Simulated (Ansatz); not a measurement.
Frontier orbitals of Br₂Cl₂Zr (`[Cl][Zr]([Cl])([Br])[Br]`).

The species carries charge 0 and has multiplicity 1. Correlated methods include outer-core shells of Br, Zr, which these sets cover unevenly. Scalar relativity is left out up to krypton. Zr: def2 effective core potential. Geometry: relaxed with PBE0-D4/def2-TZVP. Basis def2-TZVPP, the Gaussian-basis code of Ansatz.

Orbital energies of one run (eV). Highest occupied ones, from the top: -8.12, -8.26, -8.35, -8.74, -8.96, -9.05, -9.45, -9.47, -9.57, -9.69, -10.09, -10.22, -20.19, -20.29. Empty: -3.40, -3.39, -2.63, -2.57, -2.51, -0.41.

Q: Which functional gave them?
A. PBE0
B. HSE06 (plane-wave form)
C. CAM-B3LYP
D. r2SCAN

A: D. HOMO energies: r2SCAN -8.12, CAM-B3LYP -10.28, PBE0 -9.02, HSE06 -8.62 eV.
